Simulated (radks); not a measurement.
Values are calculated unless marked as measured or tabulated.
Species: the iron ion Fe3+. Configuration: [Ar] 3d5.

Code: a radial shooting solver on a logarithmic mesh with Libxc functionals. Model: scalar-relativistic Kohn-Sham, LB94 model potential, spin-polarised, spherical densities, finite nucleus; open shells are filled with parallel spins first; Fermi nuclear charge, rms radius 3.7377 fm.

Energy parts (hartree):
| part | energy |
|---|---|
| kinetic | 1291.43784 |
| electron-nucleus | -3013.59858 |
| Hartree | 506.62115 |
(The LB94 potential has no energy functional, so no total or exchange-correlation energy is given.)

Orbitals (lengths in bohr, moments of r in powers of bohr; r(max) is where P^2 peaks; r(90%) holds 90 % of the orbital's charge):
orbital,occ.,eigenvalue (hartree),r(90%),<r^4>,r(max),<1/r>
1s down,1,-261.3616,0.104,0.00005357,0.03826,26.02
1s up,1,-261.3595,0.104,0.00005357,0.03826,26.02
2s down,1,-32.44790,0.411,0.01203,0.2224,5.564
2s up,1,-32.41711,0.412,0.01212,0.2224,5.561
2p down,3,-28.00563,0.383,0.009145,0.1795,5.479
2p up,3,-27.98000,0.384,0.009213,0.1794,5.478
3s up,1,-5.20718,1.21,0.9013,0.6987,1.753
3s down,1,-5.04318,1.22,0.9328,0.7004,1.742
3p up,3,-3.96380,1.30,1.211,0.7093,1.627
3p down,3,-3.80871,1.32,1.277,0.7119,1.613
3d up,5,-2.00279,1.63,3.023,0.6871,1.333
3d down,0,-1.87835,1.69,3.542,0.6916,1.309

The highest occupied level is 3d up at -54.499 eV. The density falls to 0.001 e/bohr^3 at r = 2.69 bohr. Summed over all electrons, <r^2> = 13.08 bohr^2, which gives a Langevin (diamagnetic) susceptibility term of -10.4 x 10^-6 cm^3/mol. Spin moment in Bohr magnetons: 5. The spin density at the nucleus is 0.877 e/bohr^3 (1s 0.105, 2s -0.394, 3s 1.166). For comparison, the ionisation energy in NIST's Atomic Spectra Database is 54.91 eV (measured). In exact Kohn-Sham theory the highest level is minus the ionisation energy, but local and semilocal functionals leave it too shallow, through self-interaction and a potential that decays too fast; potentials with the right tail come closer.
